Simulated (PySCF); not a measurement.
Atoms are numbered as in `[CH3:1][SiH:2]([CH3:3])[O:4][SiH2:5][C:6]([F:7])([F:8])[F:9]` (H(Xn): hydrogen on atom n).

[PySCF 2.14: NMR shieldings at PBE0/pcSseg-1/GIAO; coordinates at the GFN2-xTB level; equivalent nuclei averaged; isolated molecule; non-relativistic Hamiltonian; single conformer]

List the cross peaks expected in HSQC, COSY and HMBC spectra.

Answers



HSQC (one-bond C–H):
```csv
δH,δC
0.40 (H(C1)/H(C3)),1.6 (C1/C3)
```

COSY cross peaks (H two or three bonds apart, from the bond graph; peaks can be absent where the dihedral angle is near 90°):
```csv
δH,δH
5.38 (H(Si2)),0.40 (H(C1)/H(C3))
```

HMBC (two and three bonds, from the bond graph):
```csv
δH,δC
5.38 (H(Si2)),1.6 (C1/C3)
4.97 (H(Si5)),138.5 (C6)
0.40 (H(C1)/H(C3)),1.6 (C1/C3)
```

Referencing at the same level of theory: TMS for ¹H and ¹³C.

Shifts are as computed. Against solution values, carbons near 30 ppm lie about +3 ppm off and those near 130 ppm about +5 ppm. Of 1309 compounds with measured shifts, 239 miss one by over three times the rms of a fit or turn the order of signals round; such compounds aren't used in these exercises.
